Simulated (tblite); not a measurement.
Compound: C₄H₁₁F₂NSi₃.
Atom-mapped SMILES: `[CH3:1]/[N:2]=[CH:3]\[C:4]([F:5])([F:6])[Si@H:7]1[CH2:8][SiH2:9][SiH2:10]1` (hydrogens: H11, H12, H13 on C1; H14 on C3; H15 on Si7; H16, H17 on C8; H18, H19 on Si9; H20, H21 on Si10)

The geometry is computed with GFN2-xTB (gas phase).

**Question.** Give the optimised bond lengths and angles.

**Answer.** 
| bond | length (pm) |
| --- | --- |
| C1–N2 | 143.0 |
| N2=C3 | 125.5 |
| C3–C4 | 149.0 |
| C4–F5 | 138.1 |
| C4–F6 | 137.5 |
| C4–Si7 | 196.2 |
| Si7–C8 | 192.6 |
| C8–Si9 | 193.9 |
| Si9–Si10 | 236.0 |
| Si7–Si10 | 234.6 |
| C1–H11, C1–H12, C1–H13 | 109.2 |
| C3–H14 | 108.6 |
| Si7–H15 | 147.2 |
| C8–H16 | 108.9 |
| C8–H17 | 108.8 |
| Si9–H18 | 146.5 |
| Si9–H19 | 146.9 |
| Si10–H20 | 147.1 |
| Si10–H21 | 146.6 |

Bonds in one row agree within 1 pm and their mean is given. A selection of angles:
| angle | degrees |
| --- | --- |
| C1–N2–C3 | 124.1 |
| N2–C3–C4 | 131.0 |
| C3–C4–F5 | 109.2 |
| C3–C4–F6 | 113.8 |
| C3–C4–Si7 | 113.5 |
| F5–C4–F6 | 104.0 |
| F5–C4–Si7 | 106.3 |
| F6–C4–Si7 | 109.4 |
| C4–Si7–C8 | 104.7 |
| C4–Si7–Si10 | 104.9 |
| C8–Si7–Si10 | 88.6 |
| Si7–C8–Si9 | 102.3 |
| C8–Si9–Si10 | 87.9 |
| Si7–Si10–Si9 | 79.5 |

Dihedral angles: C1–N2–C3–C4 5° (synperiplanar); N2–C3–C4–F5 -160° (antiperiplanar); C3–C4–Si7–C8 67° (synclinal); C4–Si7–C8–Si9 94° (anticlinal); Si7–C8–Si9–Si10 11° (synperiplanar); C8–Si9–Si10–Si7 -9° (synperiplanar); C4–Si7–Si10–Si9 -96° (anticlinal).

The 4-membered ring Si7–C8–Si9–Si10 has internal angles of 79.5° to 102.3°; it is puckered, 0.09 Å rms from its mean plane, widest ring torsion 11°. Si10 (SiH2 silicon) has angles from 79.5° to 121.8°. Si7 (SiH silicon) has angles from 88.6° to 137.3°. The C–Si distances run from 1.926 Å (Si7–C8, drawn single) to 1.962 Å (C4–Si7, drawn single), a spread of 0.036 Å. Of the pairs four or more bonds apart, F6···H13 is among the closest relative to their van der Waals radii: 2.35 Å, 88 % of the sum of Bondi's values. The 2 C–N bonds span 1.255 Å (N2=C3, drawn double) to 1.430 Å (C1–N2, drawn single), a spread of 0.175 Å. Si9 (SiH2 silicon) has angles from 87.9° to 120.5°.

Point group: C1 (no symmetry element, even within 0.4 Å). Its GFN2-xTB frequencies are all real (lowest 18 cm⁻¹). The numbers are those of one conformer.

Hardware: Arm Neoverse V1, one thread, shared host with 32 logical CPUs at a one-minute load of 9.0. Cost: 1.8 s wall. These figures are those of the optimisation.
